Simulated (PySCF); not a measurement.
Ni²⁺: excitation energy

Ni²⁺ [Ar] 3d8 (3F) → Ni²⁺ [Ar] 3d7 4p1 (high-spin determinant), as a difference of total energies. Calculation: PySCF 2.14, in aug-cc-pwCVTZ-DK; scalar relativity by spin-free X2C-1e. Correlated levels: valence: [Ar] frozen; valence and next inner shell: [Ne] frozen; nothing frozen. The calculations carry no spin-orbit coupling.

```tsv
method	excitation energy (eV)
UHF	11.909
LDA	13.947
PBE	13.611
PBE0	13.428
r2SCAN	13.484
TPSS	13.465
BLYP	13.610
PW91	13.662
MP2 (valence)	13.802
SCS-MP2 (valence)	13.930
MP2 (valence and next inner shell)	14.207
SCS-MP2 (valence and next inner shell)	14.151
MP2 (all electrons)	14.231
SCS-MP2 (all electrons)	14.161
```

Problem. How much does correlation contribute at MP2 (all electrons)?

Solution. 14.231 − (11.909) = 2.322 eV, measured against UHF.

A first-order spin-orbit estimate (lowest level to lowest level, LS coupling) adds 0.034 eV.

The determinant of the upper state mixes LS terms, which raises its energy above the lowest term, most at the Hartree-Fock and MP2 levels.
